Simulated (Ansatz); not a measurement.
Reactions of CH6BFO2Si, SMILES `CO[SiH2]B(O)F`.

Computed with Ansatz on PBE0-D4/def2-TZVP structures; ΔE is electronic, products minus reactants. CCSD(T)/CBS is the MP2 limit (def2-TZVPP, def2-QZVPP) plus CCSD(T) − MP2 in def2-TZVPP, frozen cores. This one scheme is used for every species. One conformer a species, not always the lowest.

Question: Order these by ΔE at CCSD(T)/CBS, lowest first. (An estimate is asked.)
A. `CO[SiH2]B(O)F` + H₂O → `O[SiH2]B(O)F` + CH₃OH
B. `CO[SiH2]B(O)F` → `FCOBO[SiH3]`
C. `CO[SiH2]B(O)F` + SiH₄ → `OB(F)[SiH2][SiH3]` + CH₃OH
D. `CO[SiH2]B(O)F` + `O[SiH2]S` → `CO[SiH2]S[SiH2]O` + `OBF`
E. `CO[SiH2]B(O)F` → `OB(F)[SiH3]` + `C=O`
F. `CO[SiH2]B(O)F` + H₂ → `CO[SiH2]BO` + H–F
G. `CO[SiH2]B(O)F` + `S[SiH2]Cl` → `CO[SiH2]S[SiH2]Cl` + `OBF`
H. `CO[SiH2]B(O)F` → `B[Si](O)(F)OC`

Answer: D (-105.8 kJ/mol), G (-96.3 kJ/mol), A (+14.2 kJ/mol), H (+26.1 kJ/mol), B (+44.7 kJ/mol), C (+84.8 kJ/mol), F (+126.9 kJ/mol), E (+198.9 kJ/mol).

Largest T1 diagnostic: 0.015, for `C=O`.
